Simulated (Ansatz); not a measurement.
```yaml
crystal:
  periodic: [false, false, false]
  atoms:
    - {symbol: C, position_ang: [0.101383, 0.370825, -1.603222]}
    - {symbol: N, position_ang: [0.005860, 0.005468, -0.184808]}
    - {symbol: C, position_ang: [-1.065226, 0.870915, 0.461980]}
    - {symbol: Al, position_ang: [1.020195, -1.185123, 0.499670]}
    - {symbol: O, position_ang: [0.908451, -1.557823, 2.280286]}
    - {symbol: H, position_ang: [0.409187, 1.418936, -1.712336]}
    - {symbol: H, position_ang: [0.963284, -0.239190, -2.066907]}
    - {symbol: H, position_ang: [-0.800397, 0.215187, -2.120348]}
    - {symbol: H, position_ang: [-0.775625, 1.880744, 0.396090]}
    - {symbol: H, position_ang: [-1.060748, 0.575582, 1.510055]}
    - {symbol: H, position_ang: [-2.007076, 0.665078, 0.045989]}
    - {symbol: H, position_ang: [2.158047, -1.964100, -0.290822]}
    - {symbol: H, position_ang: [0.241771, -1.205167, 2.905032]}
basis:
  gaussian: {orbitals: "6-31++G**", nuclear_model: gaussian}
hamiltonian: {xc: {name: RPBE}, dispersion: d4}
output: {forces: true}
```

```sh
$ ansatz run in.yaml --threads 4 --pin off --events-out ev --progress --plain --max-ram 10444MiB
```

Shortened log:

```
Functional definition: RPBE
1471 factors; their error is unknown
mean field evaluation 1: about -12317.1798 eV, gradient 1.0e2 eV
mean field evaluation 2: about -12167.3462 eV, gradient 2.4e2 eV
mean field evaluation 4: about -12337.8424 eV, gradient 2.6e1 eV
mean field evaluation 8: about -12339.2480 eV, gradient 1.1e-1 eV
mean field evaluation 16: about -12339.1570 eV, gradient 3.3e-3 eV
mean field -12339.15695582 eV, -453.4556543454 hartree, gradient 3.7e-5 eV, S^2 0.000000; 0 other end points of the search recorded, 0 dependent functions left out
reference -12339.15705309 eV, -453.4556579201 hartree; 24, 24 occupied and 123, 123 virtual orbitals, 1471 factors
Total energy: -12340.05419052 eV, -453.4886271124 hartree
Atom 0 at     0.101383     0.370825    -1.603222 Å, force     3.144537    -0.687690     0.555593 eV/Å
Atom 1 at     0.005860     0.005468    -0.184808 Å, force    -2.498955     2.589334    -1.094161 eV/Å
Atom 2 at    -1.065226     0.870915     0.461980 Å, force     2.614707    -2.577173     0.769161 eV/Å
Atom 3 at     1.020195    -1.185123     0.499670 Å, force     1.269287    -1.892733     2.763018 eV/Å
Atom 4 at     0.908451    -1.557823     2.280286 Å, force    -0.126131     0.275327    -0.972649 eV/Å
Atom 5 at     0.409187     1.418936    -1.712336 Å, force    -0.030246     0.403297    -0.075460 eV/Å
Atom 6 at     0.963284    -0.239190    -2.066907 Å, force    -1.162045     0.585490     0.219427 eV/Å
Atom 7 at    -0.800397     0.215187    -2.120348 Å, force    -1.624902    -0.411374    -1.068767 eV/Å
Atom 8 at    -0.775625     1.880744     0.396090 Å, force     0.264165     1.847565    -0.244376 eV/Å
Atom 9 at    -1.060748     0.575582     1.510055 Å, force    -0.304796     0.098556     0.534027 eV/Å
Atom 10 at    -2.007076     0.665078     0.045989 Å, force    -1.755486    -0.181566    -0.864563 eV/Å
Atom 11 at     2.158047    -1.964100    -0.290822 Å, force    -0.095788     0.050962    -0.042067 eV/Å
Atom 12 at     0.241771    -1.205167     2.905032 Å, force     0.305655    -0.099995    -0.479183 eV/Å
Dipole moment:    -0.422597     0.414650    -0.229017 e Å
```

Run time 2.1 s (4 threads of an Arm Neoverse V1 on a shared host); peak host memory 0.19 GiB.
